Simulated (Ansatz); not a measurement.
Reaction (cleavage of the Si–Si bond): `[SiH3][SiH]1[O][AlH]1` + `OPS` → `OP([SiH3])S` + `[O]1[AlH][SiH2]1`

Gas-phase electronic energies from Ansatz, PBE0-D4/def2-TZVP geometries. CCSD(T)/CBS is the MP2 limit (def2-TZVPP, def2-QZVPP) plus CCSD(T) − MP2 in def2-TZVPP, frozen cores. Functionals use def2-TZVPP. HSE06 is defined as in plane-wave codes. Each species was taken in one conformer, which may not be the lowest.

`[SiH3][SiH]1[O][AlH]1`:

Cartesian coordinates in Å:
```
Si 0.313 1.711 0.142
Si 0.463 -0.617 0.314
O -0.988 -1.431 0.644
Al -0.693 -2.149 -0.910
H 1.600 2.230 -0.399
H -0.782 2.081 -0.795
H 0.056 2.362 1.457
H 1.570 -0.971 1.253
H -1.540 -3.214 -1.707
```

`OPS`:

Cartesian coordinates in Å:
```
O -1.463 -0.087 0.089
P -0.019 0.704 0.144
S 1.409 -0.644 -0.635
H -1.713 -0.382 0.969
H -0.187 1.323 -1.119
H 1.973 -0.914 0.553
```

`OP([SiH3])S`:

```xyz
9

O     0.240   -1.762    0.890
P     0.946   -0.633   -0.080
Si   -0.858    0.357   -1.054
S     1.300    1.042    1.158
H    -0.463   -1.424    1.456
H    -1.766    0.934   -0.022
H    -1.593   -0.688   -1.814
H    -0.388    1.420   -1.976
H     2.582    0.753    1.442
```

`[O]1[AlH][SiH2]1`:

Cartesian coordinates in Å:
```
O -0.106 0.867 -0.658
Al 0.002 0.857 1.079
Si 0.032 -0.805 -0.468
H -0.026 2.060 2.100
H -1.145 -1.579 -0.953
H 1.243 -1.399 -1.100
```

```tsv
level	ΔE (kJ/mol)
HSE06-D4	-2.3
ωB97M-V	-8.3
HF/def2-TZVPP	-2.1
CCSD/CBS(def2)	-3.0
```

(1) What does CCSD(T)/CBS give? (Best estimate.)

Largest T1 diagnostic among the species: 0.016.

## Answers

(1) The calculation gave: -3.8 kJ/mol. The listed levels differ from it by 1.5, -4.5, 1.7, 0.8 kJ/mol.

The D4 term adds −4.6 kJ/mol with B3LYP and −2.2 kJ/mol with PBE0; it sums over pairs of atoms, weighted by their polarisabilities, and B3LYP, whose exchange is more repulsive, gets the larger term. Leaving LDA and LC-ωPBE aside and taking each functional with its dispersion term where it has one, the values, not all of them listed here, spread over 6.1 kJ/mol, from ωB97M-V to PBE-D4. LDA lies −3.8 kJ/mol from PBE without D4.

B3LYP here is the variant with VWN-RPA as its local correlation; programs differ in this.
